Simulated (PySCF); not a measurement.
## Broadened absorption spectrum of C5H9ClO

Compound: C5H9ClO.
InChI=1S/C5H9ClO/c1-2-3-4-5(6)7/h2-4H2,1H3

The calculation used TDDFT CAM-B3LYP/def2-SVPD, vertical, gas phase, core orbitals frozen in the response (PySCF). Isolated species at its PBE0-D3(BJ)/def2-SVP geometry (one conformer only). Torsions of this conformer, `[CH3:1][CH2:2][CH2:3][CH2:4][C:5](=[O:6])[Cl:7]`: C1–C2–C3–C4 179°, C2–C3–C4–C5 180°, C3–C4–C5–O6 -1°.

Computed states:

```tsv
state	E (eV)	f
S1	5.24	0.0000
S2	6.73	0.0001
S3	7.08	0.0060
S4	7.90	0.020
S5	8.02	0.0012
S6	8.23	0.139
```

Each state is given a Gaussian of 0.25 eV full width at half maximum, with ε(max) = 2.175×10⁸ f / Δν̃ (Δν̃ the width in cm⁻¹). The width is an assumption, not a result. The curve ends short of the highest state used, and states not computed would add to its high-energy end.

(1) Give the broadened spectrum and its maxima.

(2) Coming from long wavelengths, where does ε first pass 100 L mol⁻¹ cm⁻¹?

Answers

(1) 
```tsv
E (eV)	ε (L mol⁻¹ cm⁻¹)
4.87	0
4.92	0
4.97	0
5.02	0
5.07	0
5.12	0
5.17	0
5.22	0
5.27	0
5.32	0
5.37	0
5.42	0
5.47	0
5.52	0
5.57	0
5.62	0
5.67	0
5.72	0
5.77	0
5.82	0
5.87	0
5.92	0
5.97	0
6.02	0
6.08	0
6.13	0
6.18	0
6.23	0
6.28	0
6.33	0
6.38	0
6.43	0
6.48	1
6.53	3
6.58	6
6.63	10
6.68	14
6.73	18
6.78	27
6.83	53
6.88	123
6.93	253
6.98	431
7.03	589
7.08	647
7.13	569
7.18	401
7.23	226
7.28	102
7.33	37
7.38	11
7.43	3
7.48	1
7.53	6
7.58	26
7.63	94
```

Maxima: 175 nm (7.08 eV), ε about 650, made up of S3 (100%) (ε in L mol⁻¹ cm⁻¹; maxima over ε = 5, shares over 10%). At its high-energy end, 7.63 eV, the curve is still rising (ε about 94, from S4).

(2) At about 181 nm (6.87 eV), 1.62 eV above S1.
